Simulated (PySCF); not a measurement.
## Field gradients at the hydrogen positions

Compound: C₅H₆O₂.
Structure used (GFN2-xTB), in Å, numbered top down from 1:
```
atom  x, y, z in Å
C1     2.0642    0.4903   -0.9597
C2     0.9669    0.1349   -0.3818
C3    -0.1426   -0.2272    0.2089
C4    -0.4120   -1.6234    0.6931
C5    -1.2232    0.7541    0.4353
O6    -2.2672    0.5083    0.9858
O7    -0.9336    1.9796   -0.0385
H8     2.1843    0.4394   -2.0301
H9     2.9076    0.8608   -0.3990
H10   -1.2725   -2.0340    0.1678
H11    0.4519   -2.2601    0.5266
H12   -0.6535   -1.6012    1.7539
H13   -1.6748    2.5790    0.1412
```

Level: B3LYP/pcJ-1 (PySCF, non-relativistic); Q(2H) = 0.00286 b; rigid geometry, the same for H and D, with no vibrational averaging.

Question: Rank these positions by the coupling χzz of a deuteron there, largest first.
A. H8 (hydrogen on carbon)
B. H12 (methyl hydrogen)
C. H13 (acid proton)

Answer: C (283 kHz), A (218 kHz), B (201 kHz).

Q: What are Vzz, η and χzz (234.96 MHz × Q × Vzz) at all hydrogens?

A: 
```tsv
atom	bonded to	bond length (Å)	Vzz (au)	η	χzz (kHz)
H8	C1	1.078	0.3246	0.07	218
H9	C1	1.078	0.3244	0.07	218
H10	C4	1.089	0.2999	0.05	202
H11	C4	1.086	0.3041	0.05	204
H12	C4	1.088	0.2996	0.05	201
H13	O7	0.970	0.4212	0.10	283
```

Q: Average by the element that carries the hydrogen.

A: on C: 209 kHz over 5 positions, mean bond length 1.084 Å; on O: 283 kHz over 1 position, mean bond length 0.970 Å.

Q: A static deuteron (I = 1) shows a doublet split by (3/2)χ, (3/4)χ(1 + η) and (3/4)χ(1 − η) with the field along z, y and x of the gradient. What are these for H8?

A: With |χ| = 218.1 kHz and η = 0.065: 327, 174 and 153 kHz, to first order and without motion.

Geometry: GFN2-xTB, one conformer, isolated molecule. GFN2-xTB bond lengths can be off by several hundredths of an ångström, more for odd bonds, and the gradients follow them. The small basis limits the accuracy of the gradients.
